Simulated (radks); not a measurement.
Spherical quantum dot in the effective-mass picture: electrons in a hard-walled sphere of radius 9.35, all in effective atomic units (hartree* = m*/eps^2 hartree, bohr* = eps/m* bohr), one dielectric constant everywhere. Calculated with a radial shooting solver with Libxc functionals: non-relativistic Kohn-Sham, LDA (Slater exchange, Perdew-Wang correlation), spin-polarised, spherical densities. Levels are named by radial order and angular momentum (1s, 1p, 1d, 2s, ...), and open shells are averaged over m. Results are scaled to m* = 0.195 and eps = 6.7, for which hartree* = 118.2 meV and bohr* = 1.818 nm.

N = 19, configuration 1s2 1p6 1d10 1f(up 1, down 0). This is the lowest configuration that the search found. Occupied and some empty levels:

level,occupation,eigenvalue (meV),<r> (nm)
1s up,1,289.37,12.64
1s down,1,289.86,12.63
1p up,3,292.06,12.77
1p down,3,292.56,12.77
1d up,5,297.21,12.95
1d down,5,297.71,12.94
1f up,1,304.60,13.12
1f down,0,305.12,13.12
1g up,0,314.10,13.29
1g down,0,314.62,13.29
2s up,0,324.15,7.927
2s down,0,324.29,7.911
2p up,0,333.43,9.120
2p down,0,333.63,9.108
2d up,0,345.60,9.895
2d down,0,345.85,9.886

Energy (meV): total 2922.02, kinetic 519.21, external 0, Hartree 2813.8, exchange-correlation -410.99.

Electron density:

r (nm),n(r) (e/nm^3)
0.520,5.076e-06
1.36,6.387e-06
2.21,9.416e-06
3.05,0.00001531
3.90,0.00002613
4.74,0.00004538
5.59,0.00007837
6.43,0.0001332
7.27,0.0002212
8.12,0.0003560
8.96,0.0005522
9.81,0.0008192
10.7,0.001148
11.5,0.001498
12.3,0.001780
13.2,0.001864
14.0,0.001638
14.9,0.001105
15.7,0.0004742
16.6,0.00005850
